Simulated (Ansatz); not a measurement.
Single points on Ru₃H₄.

```yaml
crystal:
  periodic: [false, false, false]
  atoms:
    - {symbol: Ru, position_ang: [1.435673, -0.056183, -0.422967]}
    - {symbol: Ru, position_ang: [-0.911484, -0.662891, -0.986515]}
    - {symbol: Ru, position_ang: [-0.267133, 1.443293, -0.441256]}
    - {symbol: H, position_ang: [-0.710958, 1.764074, 1.062432]}
    - {symbol: H, position_ang: [0.611327, -1.586010, -0.839068]}
    - {symbol: H, position_ang: [1.213994, -0.116978, 1.124058]}
    - {symbol: H, position_ang: [-1.371419, -0.785295, 0.503317]}
basis:
  gaussian: {orbitals: def2-TZVP, initial_orbitals: start.molden}
hamiltonian: {xc: {name: PBE-QIDH}}
scf: {omitted_lower_state_checks: [starts]}
```

The file start.molden holds the orbitals of an earlier run on this structure, at another level or in another basis.

```sh
$ ansatz run in.yaml --threads 4 --pin off --events-out ev --progress --plain --max-ram 3916MiB
```

Shortened log:

```
Functional definition: PBE-QIDH
  name "PBE-QIDH"
  cite "Brémond, Sancho-García, Pérez-Jiménez & Adamo, J. Chem. Phys. 141, 031101 (2014) doi:10.1063/1.4890314"
  cite "Perdew, Burke & Ernzerhof, Phys. Rev. Lett. 77, 3865 (1996) doi:10.1103/PhysRevLett.77.3865"
  parameter a = 3^(-1/3)
  parameter c = 1/3
  exchange = (1 - a)*pbe_x + a*exact_x
  correlation = (1 - c)*pbe_c + c*(mp2_os + mp2_ss)
these checks for a lower state are left out or cut short: starts
1311 factors; integrals over basis functions are off by at most 1.1e-3 eV
mean field evaluation 1: about -7778.0130 eV, gradient 1.0e1 eV
mean field evaluation 2: about -7778.9018 eV, gradient 1.7e0 eV
mean field evaluation 4: about -7779.4145 eV, gradient 2.0e0 eV
mean field evaluation 8: about -7779.4336 eV, gradient 2.8e-3 eV
mean field -7779.43364913 eV, -285.8889135159 hartree, gradient 2.7e-6 eV, S^2 0.000000; 0 other end points of the search recorded, 0 dependent functions left out; unrestricted orbitals would lower it
reference -7779.43366836 eV, -285.8889142229 hartree; 26, 26 occupied and 118, 118 virtual orbitals, 1311 factors
second order -56.23032322 eV of doubles, -0.00000000 eV of singles
Total energy: -7798.17710944 eV, -286.5777229776 hartree
Checks for a lower state left out: starts
```

Run time 7.5 s (4 threads of Arm Neoverse V1 on a shared host).

First input, but with `gaussian: {orbitals: def2-TZVPD, initial_orbitals: start.molden}`, `hamiltonian: {xc: r2scan, dispersion: d4}`, `output: {orbitals: {seedname: orbitals}}` (abridged; 4.8 s):

```
Functional definition: r2SCAN
mean field -7813.43055031 eV, -287.1382765906 hartree, gradient 1.1e-5 eV, S^2 0.000000
Total energy: -7813.49757272 eV, -287.1407396185 hartree
Checks for a lower state left out: starts
```

Geometry: PBE-D4/def2-TZVP.

In the def2 sets Ru takes a core potential; there is no spin–orbit coupling. Correlated methods freeze no core orbitals; core or outer-core shells of Ru are correlated, in sets that lack core-valence functions. At PBE-QIDH/def2-TZVP the restricted singlet (for correlated methods, its reference) is unstable: a solution with broken spin symmetry lies lower. The restricted singlet is unstable towards broken spin symmetry at other levels; at r2SCAN-D4/def2-TZVPD this wasn't settled. The geometry of the singlet was relaxed on an unsound state (restricted singlet, unstable towards broken spin symmetry). The order of the spin states hangs on the level: the triplet lies 0.62 eV below the singlet at PBE0-D4/def2-TZVP, but 0.36 eV above it at PBE-QIDH/def2-TZVP. The singlet is doubtful at PBE0-D4/def2-TZVP (restricted singlet, unstable towards broken spin symmetry). The singlet is doubtful at PBE-QIDH/def2-TZVP (restricted singlet, unstable towards broken spin symmetry). The triplet is doubtful at PBE-QIDH/def2-TZVP (⟨S²⟩ 3.43, where a pure state has 2.00). The structure comes from a short search, and lower isomers may exist.
